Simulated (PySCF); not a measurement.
Compound: C3H12AlNSi.
SMILES with atom numbers: `[CH3:1][NH:2][Al:3]([CH3:4])[CH2:5][SiH3:6]` (hydrogens: H7, H8, H9 on C1; H10 on N2; H11, H12, H13 on C4; H14, H15 on C5; H16, H17, H18 on Si6)

Cartesian coordinates in Å at the GFN2-xTB level; atoms count from 1:
```xyz
18
C3H12AlNSi angstrom
C     -1.934   -1.601   -0.065
N     -1.688   -0.198   -0.370
Al    -0.247    0.856   -0.205
C     -0.514    2.767   -0.695
C      1.483    0.096    0.445
Si     2.227   -1.299   -0.611
H     -2.724   -1.719    0.685
H     -1.019   -2.039    0.330
H     -2.226   -2.164   -0.959
H     -2.535    0.224   -0.741
H     -1.144    3.285    0.035
H      0.423    3.329   -0.759
H     -1.017    2.871   -1.662
H      2.218    0.908    0.512
H      1.364   -0.285    1.467
H      3.564   -1.657   -0.111
H      2.361   -0.862   -2.007
H      1.398   -2.507   -0.565
```

Vertical excitations from PySCF (density fitting, frozen core in the response, grid level 2 and gas phase unless stated; continuum runs use non-equilibrium linear response for the excitations) on a GFN2-xTB geometry. Reference run:

```json
{"settings": "PBE0/def2-SVPD, full TDDFT, 6 singlets", "S1, eV (f)": "5.31 (0.018)", "S2, eV (f)": "5.68 (0.110)", "S3, eV (f)": "6.13 (0.006)", "S4, eV (f)": "6.35 (0.129)", "S5, eV (f)": "6.38 (0.000)", "S6, eV (f)": "6.53 (0.010)", "T1, eV (Tamm–Dancoff)": "4.72", "mean α (au)": "101.0"}
```

Q: What do these settings give: (1) PBE0/6-311G**, start guess sap, level shift 0.1 Eh, full TDDFT, 25 singlets; (2) PW91/def2-SVPD, grid level 4, energy threshold 1e-11 Eh, full TDDFT, 25 singlets?

A: 
```
                                                                        settings    S1, eV (f)    S2, eV (f)    S3, eV (f)    S4, eV (f)    S5, eV (f)    S6, eV (f)  T1, eV (Tamm–Dancoff)  mean α (au)
     PBE0/6-311G**, start guess sap, level shift 0.1 Eh, full TDDFT, 25 singlets  5.64 (0.024)  5.67 (0.119)  6.17 (0.010)  6.35 (0.003)  6.58 (0.006)  6.76 (0.208)                   4.59         91.9
PW91/def2-SVPD, grid level 4, energy threshold 1e-11 Eh, full TDDFT, 25 singlets  4.48 (0.012)  5.01 (0.091)  5.49 (0.006)  5.54 (0.028)  5.56 (0.014)  5.60 (0.052)                   4.16        105.8
```

(1) S1 moves by +0.33 eV. (2) S1 moves by -0.83 eV (PW91 has no exact exchange, PBE0 25 % exact exchange). States are counted by energy in each run and needn't keep their character from row to row.

All basis functions are spherical, in the Pople sets too.

Q: Give the leading configurations of S1 (H = HOMO, L = LUMO) and the HOMO–LUMO gap of each run.

A: 
| settings | S1 configurations (weight) | S1 (eV) | orbital gap (eV) | S1 − gap (eV) |
| --- | --- | --- | --- | --- |
| PBE0/def2-SVPD, full TDDFT, 6 singlets | H→L 0.94 | 5.31 | 6.43 | -1.12 |
| PBE0/6-311G**, start guess sap, level shift 0.1 Eh, full TDDFT, 25 singlets | H→L+1 0.84 | 5.64 | 6.49 | -0.85 |
| PW91/def2-SVPD, grid level 4, energy threshold 1e-11 Eh, full TDDFT, 25 singlets | H→L 0.96 | 4.48 | 4.41 | +0.07 |

One conformer stands for the species.
